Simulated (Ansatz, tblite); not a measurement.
Forces on the cluster Sr2O3⁻ at its PBE0-D4/def2-SVPD geometry. Total charge -1; doublet.

In the def2 sets Sr takes a core potential; there is no spin–orbit coupling. The xTB rows come from tblite. The structure holds 1 bond(s) between oxygen atoms. At PBE-D4/def2-TZVPD the highest occupied level of the charge -1 doublet lies above zero (up to 0.81 eV). The electron is either unbound and held by the finite basis, or the level is raised by self-interaction error. Another isomer (doublet) lies 0.72 eV lower at PBE0-D4/def2-TZVPD; other spin states weren't run for this one.

GFN1-xTB (tblite), largest force 1.50 eV/Å:

```xyz
5
positions Å, forces eV/Å
Sr   -0.154   -0.084   -1.482   -0.007    0.462    0.421
Sr    0.299   -0.967    1.687   -0.068    0.285   -0.309
O     0.192   -1.907   -0.301   -0.001   -0.016   -0.031
O    -0.283    1.975   -0.473   -0.159    0.284   -1.160
O    -0.055    0.983    0.569    0.236   -1.015    1.079
```

GFN2-xTB (tblite), largest force 1.02 eV/Å:

```
Sr -0.075 0.060 -0.604
Sr -0.072 0.279 -0.465
O -0.018 0.762 0.674
O 0.157 -0.643 0.597
O 0.008 -0.458 -0.201
```

PBE-D4/def2-TZVPD (Ansatz), largest force 0.84 eV/Å:

```
Sr -0.050 0.068 -0.377
Sr -0.044 0.038 -0.362
O 0.062 -0.123 0.427
O -0.096 0.484 -0.370
O 0.128 -0.466 0.682
```
